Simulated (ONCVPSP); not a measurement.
Before and after: ONCV potential for iridium

Ir (Z = 77), optimised norm-conserving Vanderbilt (ONCV), made with ONCVPSP 4.0.1 (PBEsol, fully relativistic). Core [Kr] 4d10 4f14, reference 5s2 5p6 5d7 6s1.75 6p0.25. Waves: 5s+6s: rc 1.85 bohr, ncon 5, nbas 9, qcut 8.2 1/bohr, 3 projectors, debl 2.7 Ha; 5p+6p: rc 1.70 bohr, ncon 4, nbas 7, qcut 8.5 1/bohr, 2 projectors; 5d: rc 2.20 bohr, ncon 4, nbas 9, qcut 5.9 1/bohr, 1 projector. Local part: polynomial inside 1.70 bohr (lpopt 3, dvloc0 6 Ha). Core correction: polynomial model core, fcfact 0.35.

Open shells are filled in proportion to 2j + 1.

Change: all radii but the core radius scaled by about 1.12 (s 2.08, p 1.90, d 2.48 bohr); local potential polynomial inside 1.90 bohr (lpopt 3, dvloc0 6 Ha).

Cutoffs: the cutoffs (Ha) at which the residual kinetic energy of the hardest occupied pseudo-wave falls to 1 and 0.1 mHa per electron; they do not see the model core or the augmentation charge, which bear on the density cutoff. Errors are all-electron minus pseudo energies relative to the spin-unpolarised reference configuration.

How do hardness, ghosts and transferability respond?

The potential gets softer (23 Ha and 27 Ha → 19 Ha and 23 Ha); the bound ghost in s disappears; of the 3 tests that both files solve, the error grows in 1 and shrinks in 0 by more than 15 % and 0.3 meV (median size 0.2 → 0.4 meV). A larger radius leaves more room for a smooth pseudo-wave, so fewer plane waves are needed.

| quantity | base | changed |
| --- | --- | --- |
| cutoff, loose | 23 Ha | 19 Ha |
| cutoff, tight | 27 Ha | 23 Ha |
| loose cutoff by channel | s 23 Ha, p 21 Ha, d 14 Ha | s 19 Ha, p 17 Ha, d 13 Ha |
| bound ghosts | s | none |
| GHOST(+) flags under 300 eV | none | none |
| tests with a reliable result | 3 of 4 | 3 of 4 |
| error for 5s2 5p6 5d7 6s2 6p0, meV [ΔE -1.30 eV] | -0.1 | -0.1 |
| error for 5s2 5p6 5d7 6s1 6p0, meV [ΔE 8.64 eV] | -0.2 | -0.4 |
| error for 5s2 5p6 5d7 6s0 6p2, meV [ΔE 9.69 eV] | -2.7 | -5.6 |
| rms error of d²Exc/dni dnj with the model core, mHa | 1.99 | 1.91 |

 A true bound ghost makes a file unfit for plane-wave use even where its test errors are small: the radial tests pick states by their node count and pass the ghost by.
